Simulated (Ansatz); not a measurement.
`[F][Cd][O][SiH3]`. The species carries charge 0 and has multiplicity 1. Cd: def2 effective core potential.

```xyz
7

F     0.5174    3.5962   -1.5497
Cd   -0.0414    1.9717   -0.6850
O    -0.6915    0.3745    0.2130
Si   -0.0883   -1.1201    0.4461
H     1.1638   -1.0922    1.2584
H     0.2424   -1.7927   -0.8452
H    -1.1024   -1.9374    1.1625
```

Problem. What are the harmonic wavenumbers in cm⁻¹ at PBE0-D4/def2-TZVP (Ansatz, finite differences of forces, unscaled)? (Best estimate.)

Solution. Computed: 40, 75, 138, 150, 443, 609, 721, 728, 950, 960, 993, 999, 2181, 2189, 2223.

Problem. Is this a minimum?

Solution. Yes, all 15 modes are real.

Problem. Give the ideal-gas thermochemistry at 298.15 K and 1 bar (rigid rotor, harmonic oscillator; point group Cs, symmetry number 1).

Solution. Zero-point energy 80.1 kJ/mol; H(298) − E = 99.9 kJ/mol; entropy 354.9 J/(mol·K), of which translation 173.5, rotation 110.3, vibration 71.1; G(298) − E = -5.9 kJ/mol. Modes under 100 cm⁻¹ are hindered rotations or soft bends, so the harmonic entropy is rough.

Problem. And at 400, 500, 600, 800 and 1000 K?

Solution. 
```
T (K)  H − E (kJ/mol)  S (J/mol/K)  G − E (kJ/mol)
  400           109.6        383.0           -43.5
  500           120.3        406.8           -83.1
  600           131.9        427.8          -124.8
  800           156.8        463.6          -214.1
 1000           183.6        493.5          -309.9
```

Problem. Rotational constants (cm⁻¹)?

Solution. 1.063, 0.04039, 0.03944.
